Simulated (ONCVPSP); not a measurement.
## Cutoff test, Zn, ONCV

ONCVPSP 4.0.1 input, shortened (lines: element, Z, core and valence counts, functional; n l f; lmax; l rc ep ncon nbas qcut; lloc lpopt rc5 dvloc0; l nproj debl; icmod fcfact rcfact), PBEsol, scalar-relativistic:

```
  Zn 30.00    3    4  -116133      upf
    1    0    2.00
    2    0    2.00
    2    1    6.00
    3    0    2.00
    3    1    6.00
    3    2   10.00
    4    0    2.00
    2
    0    1.00    0.00    4    8   15.70
    1    0.90    0.00    4    7   13.60
    2    0.80    0.00    3    8   22.00
    4    5    0.80    0.00
    0    3    3.80
    1    1    1.20
    2    2    2.90
    0    0.00    0.00
```

**Question.** For each optimised wave give the share of its norm inside rc, the residual kinetic energy above qcut (Ha) and the cutoffs (Ha) for errors of 10, 1, 0.1 and 0.01 mHa per electron.

**Answer.**

```json
{"wave": "3s", "norm inside rc": "0.891", "residual KE": "3.3e-08", "10 mHa": "56.7", "1 mHa": "72.7", "0.1 mHa": "86.0", "0.01 mHa": "97.4"}
{"wave": "4s", "norm inside rc": "0.027", "residual KE": "2.5e-09", "10 mHa": "37.8", "1 mHa": "58.7", "0.1 mHa": "75.5", "0.01 mHa": "89.6"}
{"wave": "s projector 3", "norm inside rc": "0.032", "residual KE": "9.3e-09", "10 mHa": "44.4", "1 mHa": "64.8", "0.1 mHa": "81.4", "0.01 mHa": "95.2"}
{"wave": "3p", "norm inside rc": "0.774", "residual KE": "2.9e-06", "10 mHa": "38.8", "1 mHa": "47.9", "0.1 mHa": "55.9", "0.01 mHa": "81.4"}
{"wave": "3d", "norm inside rc": "0.521", "residual KE": "7.5e-07", "10 mHa": "130.9", "1 mHa": "160.3", "0.1 mHa": "184.4", "0.01 mHa": "204.6"}
{"wave": "d projector 2", "norm inside rc": "0.050", "residual KE": "1.1e-08", "10 mHa": "110.2", "1 mHa": "144.2", "0.1 mHa": "172.6", "0.01 mHa": "195.8"}
```

The occupied waves need 160 Ha and 184 Ha for 1 and 0.1 mHa.
